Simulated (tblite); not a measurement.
Compound: C8H13OP.
Numbering: `[CH:1]#[C:2][P@@:3](=[O:4])([CH:5]=[CH2:6])[C:7]([CH3:8])([CH3:9])[CH3:10]` (hydrogens: H11 on C1; H12 on C5; H13, H14 on C6; H15, H16, H17 on C8; H18, H19, H20 on C9; H21, H22, H23 on C10)

A start from a force field or distance geometry was refined with GFN2-xTB geometry optimisation, gas phase in tblite 0.8.0. Values at the start:

```json
{"coordinate": "C1≡C2", "start": "1.198 Å"}
{"coordinate": "C1–H11", "start": "1.069 Å"}
{"coordinate": "C2–P3", "start": "1.790 Å"}
{"coordinate": "P3=O4", "start": "1.487 Å"}
{"coordinate": "P3–C5", "start": "1.775 Å"}
{"coordinate": "P3–C7", "start": "1.794 Å"}
{"coordinate": "C5=C6", "start": "1.321 Å"}
{"coordinate": "C5–H12", "start": "1.097 Å"}
{"coordinate": "C6–H13", "start": "1.064 Å"}
{"coordinate": "C6–H14", "start": "1.097 Å"}
{"coordinate": "C7–C8", "start": "1.518 Å"}
{"coordinate": "C8–H15", "start": "1.089 Å"}
{"coordinate": "C9–H20", "start": "0.667 Å"}
{"coordinate": "C2–P3–O4", "start": "108.5°"}
{"coordinate": "C2–P3–C5", "start": "110.1°"}
{"coordinate": "C2–P3–C7", "start": "107.5°"}
{"coordinate": "P3–C5–C6", "start": "123.6°"}
{"coordinate": "P3–C7–C8", "start": "106.1°"}
{"coordinate": "O4–P3–C7", "start": "108.3°"}
{"coordinate": "C5–P3–C7", "start": "109.9°"}
{"coordinate": "C8–C7–C9", "start": "105.7°"}
```

Question: How do these coordinates change at the GFN2-xTB level?

Answer: 
| coordinate | GFN2-xTB (Å or °) | change |
| --- | --- | --- |
| C9–H20 | 1.090 | +0.423 |
| P3–C7 | 1.861 | +0.067 |
| P3–C5 | 1.815 | +0.040 |
| P3=O4 | 1.465 | -0.022 |
| C6–H14 | 1.079 | -0.018 |
| C5–H12 | 1.080 | -0.017 |
| C1–H11 | 1.052 | -0.017 |
| C6–H13 | 1.079 | +0.015 |
| C2–P3 | 1.781 | -0.009 |
| C7–C8 | 1.522 | +0.004 |
| C1≡C2 | 1.201 | +0.003 |
| C5=C6 | 1.322 | +0.001 |
| C8–H15 | 1.089 | 0.000 |
| C2–P3–C5 | 101.7 | -8.4 |
| O4–P3–C7 | 114.3 | +6.0 |
| C8–C7–C9 | 111.6 | +5.9 |
| C2–P3–O4 | 114.1 | +5.6 |
| P3–C5–C6 | 118.4 | -5.2 |
| P3–C7–C8 | 111.3 | +5.2 |
| C2–P3–C7 | 103.4 | -4.1 |
| C5–P3–C7 | 107.7 | -2.2 |

The energy falls by 429.5 kcal/mol over 189 L-BFGS steps, the largest force on an atom goes from 65.40 to 0.009 eV/Å, and the atoms move by 0.995 Å rms after alignment. The bond that changes most is C9–H20 (methyl carbon to methyl hydrogen), which lengthens by 0.423 Å. Bonds longer at the end by more than 0.005 Å: 7 of 22; shorter: 11. Among the dihedrals that turn most is C8–C7–C9–H20, from 80° to -57°. Rotational constants go from 1257, 1217, 855.9 to 1281, 1143, 864.7 MHz.

Time: 1.9 s of wall time. Hardware: one thread of an Arm Neoverse V1, shared host with 32 logical CPUs at a one-minute load of 17.

Its GFN2-xTB frequencies are all real (lowest 49 cm⁻¹). The numbers are those of one conformer.

These are computed values.
